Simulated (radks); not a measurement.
Initial-state core-level shifts of the terbium ion Tb+ when its valence configuration changes from [Xe] 4f9 6s1. All-electron calculation, scalar-relativistic Kohn-Sham, PBE, spin-unpolarised, spherical densities, point nucleus. Program: a radial shooting solver on a logarithmic mesh with Libxc functionals. Shifts are changes of the shell-averaged eigenvalues in eV (positive: less bound).

valence               1s       2p       3d       5s
4f9 5d1           +1.566   +1.628   +1.589   +1.765
4f7 6s1 6p2      -21.613  -22.790  -24.535  -15.121
4f9 6p1           -1.322   -1.307   -1.292   -1.358
4f10              +5.979   +6.308   +6.779   +4.649
4f8 5d1 6s1       -6.476   -6.901   -7.703   -3.774
4f8.5 5d0.5 6s1   -3.100   -3.298   -3.668   -1.873
4f9 5d0.5 6p0.5   +0.181   +0.222   +0.207   +0.262
4f7 5d2 6s1      -13.901  -14.859  -16.697   -7.571
4f7 5d1 6s2      -16.391  -17.456  -19.256  -10.045
